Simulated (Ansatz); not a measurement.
Consider the ligand exchange at a B–C bond: `CB(C)CN` + CH₃SH → `CSB(C)C` + CH₃NH₂.

Gas-phase electronic energies from Ansatz, PBE0-D4/def2-TZVP geometries. CCSD(T)/CBS adds triple-zeta CCSD(T) − MP2 to the extrapolated MP2 energy (def2 sets, frozen cores). This one scheme is used for every species. Functionals use def2-TZVPP. One conformer a species, not always the lowest.

```json
{"species": "`CB(C)CN`", "PBE-QIDH energy (Eh)": "-199.74511"}
{"species": "CH₃SH", "PBE-QIDH energy (Eh)": "-438.44681"}
{"species": "`CSB(C)C`", "PBE-QIDH energy (Eh)": "-542.46075"}
{"species": "CH₃NH₂", "PBE-QIDH energy (Eh)": "-95.76763"}
```

(1) Work out ΔE.

Largest T1 diagnostic among the species: 0.012.

Results:

(1) ΔE = (-542.46075) + (-95.76763) − (-199.74511) − (-438.44681) = -0.03646 Eh = -22.9 kcal/mol. CCSD(T)/CBS gives -22.5 kcal/mol.

In def2-TZVPP, CCSD(T) changes the Hartree–Fock value by −2.0 kcal/mol (the triples alone add −0.8 kcal/mol) and MP2 by −3.3 kcal/mol. At CCSD(T), def2-SVP lies −1.6 kcal/mol from the extrapolated value and def2-TZVPP +0.0 kcal/mol.
